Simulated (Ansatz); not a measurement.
Molecule: C$_{3}$H$_{7}$Ge (charge 0, doublet). It need not be the lowest isomer of its formula. 
Geometry from a B3LYP-D3(BJ)/def2-TZVP (Ansatz, a first-principles code) optimisation:
```
C
H 1 1.0841
C 1 1.3888 2 117.60
C 3 1.3762 1 125.95 2 180.00
H 4 1.0807 3 121.26 1 -180.00
H 4 1.0829 5 117.02 3 -180.00
H 3 1.0878 4 116.83 5 0.00
Ge 1 1.9457 2 117.05 3 180.00
H 8 1.5375 1 108.54 2 0.00
H 8 1.5412 9 109.11 1 -121.22
H 8 1.5412 9 109.11 10 -117.56
```
Charge 0, spin multiplicity 2.

Dipole moments at this geometry, in debye (magnitudes).

```
level                 program  dipole (D)
--------------------  -------  ----------
SVWN5/def2-TZVPD       Ansatz        0.63
PBE/def2-TZVPD         Ansatz        0.69
r2SCAN/def2-TZVPD      Ansatz        0.69
B97M-V/def2-TZVPD      Ansatz        0.81
B3LYP/def2-TZVPD       Ansatz        0.69
PBE0/def2-TZVPD        Ansatz        0.68
BHLYP/def2-TZVPD       Ansatz        0.68
HSE06/def2-TZVPD       Ansatz        0.68
CAM-B3LYP/def2-TZVPD   Ansatz        0.66
LC-wPBE/def2-TZVPD     Ansatz        0.64
wB97M-V/def2-TZVPD     Ansatz        0.66
wB97X-V/def2-TZVPD     Ansatz        0.67
CCSD(T)/aug-cc-pVDZ    Ansatz        0.69
```
